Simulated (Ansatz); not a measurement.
Ga2P. The state is a doublet with charge 0. Geometry B3LYP-D4/def2-TZVP.

```xyz
3

Ga    1.8056   -0.1120    0.4155
Ga   -1.6950   -0.1154    0.5439
P    -0.1106    0.2274   -0.9594
```

The 6-31G sets use Cartesian d functions. B3LYP takes the VWN-RPA correlation. The structure comes from a short search, and lower isomers may exist.

Q: Estimate the α-spin orbital energies around the gap (eV) in Ansatz with PBE-D4/def2-TZVPD, B3LYP-D4/6-31G, PBE0-D4/def2-SVP, r2SCAN0-D4/def2-TZVP, CAM-B3LYP-D4/def2-TZVP.

A: 
```csv
orbital,PBE-D4/def2-TZVPD,B3LYP-D4/6-31G,PBE0-D4/def2-SVP,r2SCAN0-D4/def2-TZVP,CAM-B3LYP-D4/def2-TZVP
HOMO−9,-19.87,-20.57,-23.20,-23.55,-24.50
HOMO−8,-19.78,-20.56,-23.11,-23.45,-24.39
HOMO−7,-19.73,-20.50,-23.07,-23.40,-24.35
HOMO−6,-19.72,-20.47,-23.05,-23.39,-24.34
HOMO−5,-14.20,-16.01,-16.17,-16.58,-17.83
HOMO−4,-9.63,-10.61,-10.88,-11.10,-12.28
HOMO−3,-8.40,-9.15,-9.44,-9.66,-10.80
HOMO−2,-5.52,-6.24,-6.59,-6.86,-7.69
HOMO−1,-5.36,-6.06,-6.22,-6.38,-7.28
HOMO,-5.17,-5.72,-5.87,-6.01,-6.89
LUMO,-2.96,-2.37,-2.24,-2.22,-1.27
LUMO+1,-2.41,-1.85,-1.70,-1.67,-0.73
LUMO+2,-1.75,-1.19,-0.96,-0.90,0.00
LUMO+3,-1.73,-1.16,-0.87,-0.86,0.00
LUMO+4,-0.05,0.51,1.16,1.22,1.87
LUMO+5,0.13,1.30,1.97,1.73,2.38
β HOMO,-5.02,-5.56,-5.75,-5.89,-6.78
β LUMO,-4.63,-4.14,-3.90,-3.69,-2.89
```
